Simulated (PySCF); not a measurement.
# Shifts of the heteroatoms

Atoms are numbered as in `[CH2:1]=[CH:2][c:3]1[cH:4][p:5][cH:6][cH:7][c:8]1[C:9]#[N:10]`. Hydrogens are named by the atom that carries them. Ha(C1) is cis to C3; Hb(C1) is trans to C3.

No solvent, non-relativistic Hamiltonian, one conformer. Geometry: GFN2-xTB; σ from GIAO-PBE0/pcSseg-1; PySCF.

(1) Where does $^{31}$P resonate?

(2) Where does $^{15}$N resonate?

Answers

(1) 
```
atoms                                     environment  σ (ppm)  δ (ppm)
   P5  phosphorus bonded to 2 C, in a 6-membered ring     57.6    222.3
```

Shieldings were converted by a linear fit to measured shifts: $^{31}$P (scatter 18.1 ppm rms vs H3PO4, solution or neat liquid). A few per cent of atoms miss by over 2 rms, more outside the fitted compound classes.

On a 400 MHz spectrometer $^{31}$P resonates near 161.9 MHz, so 1 ppm is 161.9 Hz.

(2) 
| atoms | environment | σ (ppm) | δ (ppm) |
| --- | --- | --- | --- |
| N10 | nitrile nitrogen | -62.1 | -90.9 |

Shieldings were converted by a linear fit to measured shifts: $^{15}$N (scatter 6.3 ppm rms vs CH3NO2, solution or neat liquid). A few per cent of atoms miss by over 2 rms, more outside the fitted compound classes.

On a 400 MHz spectrometer $^{15}$N resonates near 40.5 MHz, so 1 ppm is 40.5 Hz.
